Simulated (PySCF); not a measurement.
A structure optimised at PBE-D3(BJ)/def2-SVP, used in a PySCF frequency run:

```xyz
13

Si     1.2632     0.3644     0.1226
F      2.5634    -0.6077     0.2787
F      1.6720     1.3658    -1.0989
N     -0.1451    -0.5389    -0.2582
Si    -1.6842    -0.5866     0.6121
C     -3.0899     0.1546    -0.3970
H      1.0597     1.1471     1.3679
H     -0.0879    -1.1240    -1.1002
H     -2.0213    -2.0121     0.9648
H     -1.4611     0.1982     1.8744
H     -4.0419     0.1119     0.1714
H     -3.2376    -0.4017    -1.3453
H     -2.8795     1.2136    -0.6484
```

Write its SMILES and formula.

C[SiH2]N[SiH](F)F, CH₇F₂NSi₂

What are its rotational constants (standard atomic weights)?

4.7158, 1.0403, 0.90867 GHz
